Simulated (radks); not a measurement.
Values are calculated unless marked as measured or tabulated.
Q: Orbital eigenvalues (eV) of the vanadium ion V+, [Ar] 3d4, of relativity; Dirac values are averaged over j with weights 2j + 1. Spin-unpolarised spherical Kohn-Sham, PBEsol, point nucleus unless stated (finite: rms radius 3.6002 fm), a radial shooting solver on a logarithmic mesh with Libxc functionals. A level marked "c x" has the speed of light scaled by that factor and shares open shells by 2j + 1; other Dirac levels either fill j = l - 1/2 first or share by 2j + 1.

shell  non-rel.
1s      -5322.3
2s      -596.45
2p      -503.74
3s      -71.741
3p      -46.772
3d      -9.0009

Give the values at the level "Dirac, 2j+1 shares, finite nucleus".

A: 
shell  Dirac, 2j+1 shares, finite nucleus  change of magnitude (%)
1s                                -5360.5                    +0.72
2s                                -603.94                    +1.26
2p                                -504.94                    +0.24
3s                                -72.922                    +1.65
3p                                -47.034                    +0.56
3d                                -8.9507                    -0.56
